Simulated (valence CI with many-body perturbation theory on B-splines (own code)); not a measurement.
Energy levels of Zn VII

Level of theory: valence CI with perturbative core correlation (CI+MBPT): six valence electrons over a frozen Dirac-Fock core [Ar], a basis of 7 s, 7 p, 8 d, 6 f, 4 g, 1 h functions for each j, with the one-electron correlation potential Σ1 (screened to all orders), the two-electron term Σ2, the three-electron term Σ3, Breit, model QED; selected single and double excitations, second order for the rest, scaled by the run's own slope (own B-spline code, finite nucleus).

Set against measurement, 26 paired levels are off by 679 cm⁻¹ on average, the worst by 2022. These come from a selection out of Sugar and Musgrove, J. Phys. Chem. Ref. Data 24, 1803 (1995). Levels without a partner in it may be off by more, other configurations by 1,000 to 8,000 cm⁻¹. Among the levels kept, up to 520 cm⁻¹ of a level comes from second order outside the variational space, and about a tenth of that is noise between levels of different J, which matters for small intervals. Only levels of the ground parity were solved; by the run's estimate the other parity begins above the list, which can be wrong where configurations are misplaced.

Levels 1 to 31 of 31, with energies above the lowest level, 3d6 5D_4. "Leading %" is the weight of the configuration and term that name the level; weights of strongly mixed levels are sums over their largest components and can fall short. Lifetimes count E1, E2, E3, M1 and M2 decay at the calculated energies, and are blank where another channel may lead or the interval is too uncertain; long ones can be off by a factor of two.

```csv
No.,Configuration,Term,J,E (eV),Leading %,g,Lifetime
1,3d6,5D,4,0.000,99,1.499,
2,3d6,5D,3,0.190,99,1.499,8.05 s
3,3d6,5D,2,0.314,99,1.500,15.2 s
4,3d6,5D,1,0.394,99,1.500,40.7 s
5,3d6,5D,0,0.434,98,,183 s
6,3d6,3H,6,4.005,98,1.165,40100 s
7,3d6,3P,2,4.020,98,1.497,112 ms
8,3d6,3H,5,4.096,94,1.041,88.4 s
9,3d6,3H,4,4.136,82,0.856,1.12 s
10,3d6,3F,4,4.427,81,1.182,120 ms
11,3d6,3F,3,4.517,92,1.059,163 ms
12,3d6,3P,1,4.558,98,1.495,75.9 ms
13,3d6,3F,2,4.593,98,0.669,351 ms
14,3d6,3P,0,4.737,95,,80.0 ms
15,3d6,3G,5,5.016,94,1.191,707 ms
16,3d6,3G,4,5.192,88,1.059,714 ms
17,3d6,3G,3,5.257,92,0.774,
18,3d6,1I,6,6.131,98,1.001,417 ms
19,3d6,3D,2,6.354,94,1.162,215 ms
20,3d6,3D,1,6.380,98,0.505,170 ms
21,3d6,3D,3,6.417,98,1.331,145 ms
22,3d6,1G,4,6.451,96,1.002,101 ms
23,3d6,1S,0,7.424,95,,
24,3d6,1D,2,7.485,94,1.005,103 ms
25,3d6,1F,3,8.794,96,1.002,
26,3d6,3P,0,10.179,98,,
27,3d6,3P,1,10.340,99,1.500,
28,3d6,3F,2,10.492,99,0.667,52.9 ms
29,3d6,3F,4,10.498,98,1.247,
30,3d6,3F,3,10.545,96,1.081,
31,3d6,3P,2,10.676,98,1.498,70.6 ms
```

The ionisation energy to 3d5 6S_5/2 of the next ion comes out as 133.79 eV (NIST: 133.9 ± 1.2 eV (semi-empirical)). All 31 levels together are meant to be complete up to 10.726 eV.
